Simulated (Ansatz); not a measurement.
`ClC[BH][GeH3]`. Charge 0, multiplicity 1.

Z-matrix (Å, degrees):
```
C
B 1 1.558
Cl 1 1.827 2 78.8
H 1 1.086 2 120.6 3 103.9
H 1 1.086 2 121.2 3 -103.4
Ge 2 2.059 1 121.1 3 94.0
H 2 1.194 1 117.5 3 -91.0
H 6 1.544 2 110.0 1 104.8
H 6 1.539 2 113.0 1 -135.8
H 6 1.544 2 111.9 1 -14.0
```

Question: List the harmonic frequencies (cm⁻¹, unscaled) at PBE0-D4/def2-TZVP in Ansatz. (Estimate.)

Answer: The calculation gave: 93, 110, 200, 257, 452, 492, 572, 636, 792, 813, 852, 887, 895, 1000, 1043, 1109, 1183, 1463, 2121, 2123, 2142, 2635, 3129, 3211.

Question: Is this a minimum?

Answer: Yes, all 24 modes are real.

Question: Give the ideal-gas thermochemistry at 298.15 K and 1 bar (rigid rotor, harmonic oscillator; point group C1, symmetry number 1).

Answer: Zero-point energy 168.7 kJ/mol; H(298) − E = 188.5 kJ/mol; entropy 343.8 J/(mol·K), of which translation 170.2, rotation 114.2, vibration 59.4; G(298) − E = 86.0 kJ/mol. Modes under 100 cm⁻¹ are hindered rotations or soft bends, so the harmonic entropy is rough.

Question: And at 400, 500, 600, 800 and 1000 K?

Answer: 
| T (K) | H − E (kJ/mol) | S (J/mol/K) | G − E (kJ/mol) |
| --- | --- | --- | --- |
| 400 | 200.0 | 376.7 | 49.3 |
| 500 | 213.1 | 406.0 | 10.1 |
| 600 | 227.8 | 432.6 | -31.8 |
| 800 | 260.4 | 479.4 | -123.2 |
| 1000 | 296.3 | 519.5 | -223.1 |

Question: Rotational constants (cm⁻¹)?

Answer: 0.3028, 0.04855, 0.04503.
